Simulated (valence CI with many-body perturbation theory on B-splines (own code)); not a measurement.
## Yb³⁹⁺ in brief

Method: configuration interaction combined with many-body perturbation theory (CI+MBPT): three valence electrons over a frozen Dirac-Fock core [Ar] 3d10, a basis of 11 s, 11 p, 10 d, 8 f, 5 g, 2 h functions for each j, with the one-electron correlation potential Σ1, the two-electron term Σ2, the three-electron term Σ3, Breit, model QED; selected CI, second order for the rest, scaled by the run's own slope (own B-spline code, finite nucleus).

No measured spectrum was set against this ion. As an estimate, large intervals hold to a few tenths of a per cent, small ones and those within an open d or f shell to about a per cent.

Levels are named by their leading jj configuration (3d3/2^4 stands for four electrons in 3d with j = 3/2), which in mixed levels can hold well under half, so a name can repeat and another be missing.

Rates and lifetimes use the calculated energies. Strong lines usually hold to 10 to 20 %, long lifetimes can be off by a factor of two.

(1) What is the ground level?

(2) Name the longest-lived excited levels whose lifetime is computed, and their main decay.

(3) What is the ionisation energy?

(4) Where does the other parity begin?

(5) How well does LS coupling describe the low levels?

(6) Among levels below 51.989 Ry, which E1 lines absorb most strongly from the ground level?

Results:

(1) (4s^2 4p1/2) J=1/2, composition 99 % 4s²4p ²P°, g = 0.660.

(2) (4s 4p3/2 4d5/2) J=9/2 at 27.471 Ry lives 632 ns, mostly by M1 to (4s 4p1/2 4d5/2) J=7/2; (4s^2 4p3/2) J=3/2 at 5.357 Ry lives 535 ns, mostly by M1 to (4s^2 4p1/2) J=1/2; (4s 4p3/2^2) J=5/2 at 16.264 Ry lives 10.6 ns, mostly by E1 to (4s^2 4p3/2) J=3/2.

(3) 1847 eV; NIST lists 1845 ± 4 eV (theoretical).

(4) At (4s 4p1/2^2) J=1/2, 6.371 Ry.

(5) Among the lowest 20 levels the leading LS term, summed over configurations, holds 66 % on average. For single configurations the figures are 64 % in LS and 91 % in jj coupling. Terms mix most in the J = 5/2 level at 22.758 Ry, where the leading one holds 31 %.

(6) to (4s^2 4d3/2) J=3/2 at 5.666 nm, f = 0.811; to (4s 4p1/2 4p3/2) J=3/2 at 7.452 nm, f = 0.384; to (4s 4p1/2 4p3/2) J=1/2 at 7.334 nm, f = 0.379.
